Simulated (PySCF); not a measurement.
C₂H₄I, SMILES C[CH]I, multiplicity 2. Coordinates come from a PBE0-D3(BJ)/def2-SVP optimisation. The isomer is the one that the SMILES or the coordinates give; other isomers of the formula were not compared. The def2 effective core potentials stand for the cores of I; spin–orbit coupling is left out.

**Question.** Give the equilibrium geometry at PBE0-D3(BJ)/def2-SVP (PySCF confirms it by a frequency run) as a Z-matrix. (An estimate is asked for; the answer gives what the named calculation found.)

**Answer.** 
```
C
H 1 1.1016
H 1 1.1017 2 108.33
H 1 1.1077 2 106.82 3 -115.29
C 1 1.4790 2 112.05 4 -123.36
H 5 1.0921 1 122.83 2 -151.81
I 5 2.0694 6 113.95 1 163.05
```
Charge 0, spin multiplicity 2.
